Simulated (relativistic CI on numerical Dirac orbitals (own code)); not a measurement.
## Radial parameters of Sb27+

Calculated at this level of theory: Dirac-Coulomb-Breit CI, KLI orbitals optimised for each configuration, QED by a radiative potential, unscaled Slater integrals (own radial code, finite nucleus).

Slater integrals F^k, G^k are unscaled and averaged over j, outside the closed core [Ne]; ζ comes from projecting the Hamiltonian with its Breit term on Σ l·s of the shell.

- 3s²3p⁶3d⁶: F^2(3d,3d) = 361110, F^4(3d,3d) = 232350, ζ(3d) = 35094 cm⁻¹; <r>(3d) = 0.2804, <r^2>(3d) = 0.09178 (bohr units).
- 3s²3p⁵3d⁷: ζ(3p) = 278890, F^2(3d,3d) = 360260, F^4(3d,3d) = 231770, F^2(3p,3d) = 320210, G^1(3p,3d) = 352300, G^3(3p,3d) = 231800, ζ(3d) = 34630 cm⁻¹; <r>(3p) = 0.3101, <r^2>(3p) = 0.1111, <r>(3d) = 0.281, <r^2>(3d) = 0.09217 (bohr units).
- 3s²3p⁴3d⁸: F^2(3p,3p) = 319780, ζ(3p) = 278650, F^2(3d,3d) = 359400, F^4(3d,3d) = 231180, F^2(3p,3d) = 319780, G^1(3p,3d) = 352230, G^3(3p,3d) = 231630, ζ(3d) = 34171 cm⁻¹; <r>(3p) = 0.3105, <r^2>(3p) = 0.1114, <r>(3d) = 0.2816, <r^2>(3d) = 0.09257 (bohr units).

Q: Give the Racah parameters of the d shell in 3s²3p⁶3d⁶.

A: B = F²/49 − 5F⁴/441 = 4735 cm⁻¹ and C = 35F⁴/441 = 18440 cm⁻¹.

Averages of the first 10 configurations, taken without configuration mixing, which lowers the lowest level and can move excited configurations by several eV; other configurations of the list can lie among them:

```tsv
Configuration	Parity	States	Average energy above the lowest level (eV)
3s²3p⁶3d⁶	even	210	27.7
3s²3p⁵3d⁷	odd	720	256.3
3s²3p⁴3d⁸	even	675	489.8
3s3p⁶3d⁷	even	240	420.0
3p⁶3d⁸	even	45	819.0
3s3p⁵3d⁸	odd	540	647.4
3s²3p⁶3d⁵4s	even	504	638.6
3s²3p⁶3d⁵4p	odd	1512	697.4
3s²3p⁶3d⁵4d	even	2520	780.0
3s²3p⁴3d⁷4s	even	3600	1089.5
```
